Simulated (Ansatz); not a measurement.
One change: `[BH2][AlH][SiH3]` becomes `[BH2][AlH][SbH2]`.

Ansatz, PBE0-D4/def2-TZVP geometries, multiplicity 1. 

Elements past krypton have def2 core potentials.

| property | `[BH2][AlH][SiH3]` |
| --- | --- |
| zero-point energy (PBE0-D4/def2-TZVP) / kJ/mol | 131.1 |
| HOMO energy (ωB97M-V/def2-TZVPP) / eV | -9.17 |
| LUMO energy (B3LYP/def2-TZVPP) / eV | -2.59 |
| ideal-gas entropy at 298 K and 1 bar (rigid rotor, harmonic PBE0-D4/def2-TZVP) / J/(mol·K) | 344 |
| LUMO energy (PBE/def2-TZVPP) / eV | -3.39 |
| HOMO–LUMO gap (PBE/def2-TZVPP) / eV | 2.76 |

**Question.** What does the change do to each property? (An estimate is asked.)

**Answer.** The calculation gave: 
```json
{"property": "zero-point energy (PBE0-D4/def2-TZVP) / kJ/mol", "`[BH2][AlH][SbH2]`": "103.4", "shift": "-27.7"}
{"property": "HOMO energy (ωB97M-V/def2-TZVPP) / eV", "`[BH2][AlH][SbH2]`": "-8.52", "shift": "0.65"}
{"property": "LUMO energy (B3LYP/def2-TZVPP) / eV", "`[BH2][AlH][SbH2]`": "-2.59", "shift": "0.00"}
{"property": "ideal-gas entropy at 298 K and 1 bar (rigid rotor, harmonic PBE0-D4/def2-TZVP) / J/(mol·K)", "`[BH2][AlH][SbH2]`": "353", "shift": "9"}
{"property": "LUMO energy (PBE/def2-TZVPP) / eV", "`[BH2][AlH][SbH2]`": "-3.35", "shift": "0.04"}
{"property": "HOMO–LUMO gap (PBE/def2-TZVPP) / eV", "`[BH2][AlH][SbH2]`": "2.40", "shift": "-0.36"}
```

The zero-point energy changes by -27.7 kJ/mol with -3 modes. Modes under 60 cm⁻¹, often nearly free rotors, make the harmonic entropy too high.

B3LYP here is the variant with VWN-RPA as its local correlation; programs differ in this.

Spin–orbit coupling is left out; it splits and shifts lone-pair levels of the heavy atoms by tenths of an eV.
